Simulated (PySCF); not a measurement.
C2H6O2Sn, SMILES C[O][Sn][O]C (connectivity only; charge and spin as stated), neutral, multiplicity 1.

Coordinates come from a PBE0-D3(BJ)/def2-SVP optimisation. The structure was generated by enumeration; whether it is a known compound was not checked. The def2 effective core potentials stand for the cores of Sn; spin–orbit coupling is left out. One conformer was computed; it need not be the lowest.

All values below come from PBE/def2-TZVP run with PySCF.

Symmetry labels are those of the subgroup C2 that the program uses (full group C2).

**Question.** List the valence orbital energies around the gap with their symmetry. (The exact figures need the calculation; the answer reports its results.)

**Answer.** 
| orbital | symmetry | energy (eV) |
|---|---|---|
| HOMO−7 | A | -10.53 |
| HOMO−6 | A | -10.32 |
| HOMO−5 | B | -10.08 |
| HOMO−4 | A | -7.75 |
| HOMO−3 | B | -6.53 |
| HOMO−2 | A | -6.42 |
| HOMO−1 | A | -5.98 |
| HOMO | B | -5.92 |
| LUMO | B | -2.64 |
| LUMO+1 | B | -0.77 |
| LUMO+2 | A | -0.47 |
| LUMO+3 | A | 0.80 |
